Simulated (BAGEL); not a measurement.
**Converging the basis set for SnCl4 (tin tetrachloride)**

The species is SnCl4 (5 atoms), meant as a singlet with charge 0. As SMILES, `[Cl][Sn]([Cl])([Cl])[Cl]`. Geometry: relaxed at PBE0-D4/def2-TZVP.

```xyz
5

Cl   -1.0966   -0.1617    2.0009
Sn    0.0000    0.0000    0.0000
Cl    1.8988   -1.2738    0.0660
Cl   -1.3620   -0.7482   -1.6785
Cl    0.5598    2.1836   -0.3884
```

Program: BAGEL 1.2.2. Method: HF (DKH2, density fitting with AutoAux, property ionisation energy). Swept: basis set. Watched: the total energy. Each run: energy. Hardware: 1 thread of Intel Xeon at 2.30GHz, shared host.

Deviations are taken from the sweep's last point, which isn't the limit.

| basis set | basis functions | energy (Eh) | from the best (mEh) | wall time |
| --- | --- | --- | --- | --- |
| ANO-RCC-MB | 63 | -8016.102999 | +282.132 | 6 s |
| ANO-RCC-VDZ | 83 | -8016.204099 | +181.031 | 9.3 s |
| ANO-RCC-VDZP | 115 | -8016.336422 | +48.708 | 24 s |
| ANO-RCC-VTZP | 204 | -8016.385130 | 0.000 | 54 s |

Over the sweep the value spans 282.132 mEh. Totals converge more slowly than differences, where errors cancel.
